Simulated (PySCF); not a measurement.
Proton-shift isomers of CC(N)=S. Isolated molecules, 0 K electronic values unless said otherwise. One relaxed conformer stands for each flexible species; it need not be the lowest. Strings in code marks are SMILES.

Quantity: electronic energy of isomers of C2H5NS relative to `CC(N)=S`, in kJ/mol.

Case: `C=C(N)S`. Geometry of `C=C(N)S` (neutral, multiplicity 1, Å):

```xyz
9

C     -1.1034    -0.4391     0.7152
C     -0.0500    -0.1551    -0.0614
N      0.6596     1.0394    -0.0554
S      0.5475    -1.3547    -1.2182
H     -1.5656     0.3322     1.3211
H     -1.5024    -1.4408     0.7649
H      0.2358     1.7628     0.5106
H      0.9222     1.3729    -0.9726
H      1.8564    -1.1176    -1.0042
```

Problem. What electronic energy of isomers of C2H5NS relative to `CC(N)=S` does SVWN5/6-31G* // r2SCAN-D4/def2-TZVP (PySCF) give?

Solution. 100.5 kJ/mol.
